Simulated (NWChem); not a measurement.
System: SiHSCl$_{3}$; SMILES S[Si](Cl)(Cl)Cl

NWChem input:

```
start job
memory heap 200 mb stack 900 mb global 1100 mb
geometry units angstroms noautosym nocenter noautoz
  S      0.982701     1.876192    -0.051357
  Si     0.003777     0.002429     0.000433
  Cl     0.543426    -1.108245     1.633991
  Cl    -1.994729     0.409375     0.080820
  Cl     0.405144    -1.129009    -1.658492
  H      2.218037     1.325977    -0.090084
end
basis spherical
  S library def2-svp
  Si library def2-svp
  Cl library def2-svp
  H library def2-svp
end
dft
  xc b3lyp
  iterations 150
end
property
  response 1 0.0773
end
task dft property
```

All runs use the structure optimised with PBE0/def2-SVP.

Field at 589 nm.

### Question
Predict the main results of this run. (B3LYP/def2-SVP.) Quantities: isotropic polarisability (bohr³); anisotropy (bohr³).

### Answer
isotropic polarisability (bohr³): 61.6
anisotropy (bohr³): 7.1
